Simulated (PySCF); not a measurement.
A calculated (PBE, PySCF 2.14, 6-31G*, the non-relativistic Hamiltonian (point nucleus)) atom or ion has these occupied shells.

```csv
shell,electrons,orbital energy (eV),"rms radius, mean of both spins (bohr)"
1s α,1,-9414.1,0.0591
1s β,1,-9414.1,0.0591
2s β,1,-1140.9,0.249
2s α,1,-1140.9,0.249
2p α,3,-1006.8,0.221
2p β,3,-1006.8,0.221
3s α,1,-132.50,0.744
3s β,1,-132.46,0.744
3p α,3,-89.892,0.784
3p β,3,-89.833,0.784
3d α,5,-17.521,0.967
3d β,5,-17.328,0.967
4s α,1,-13.566,2.69
```

(1) Name the element and its charge.

## Answers

(1) Zn⁺ (zinc, charge +1), in [Ar] 3d10 4s1, 2S determinant.
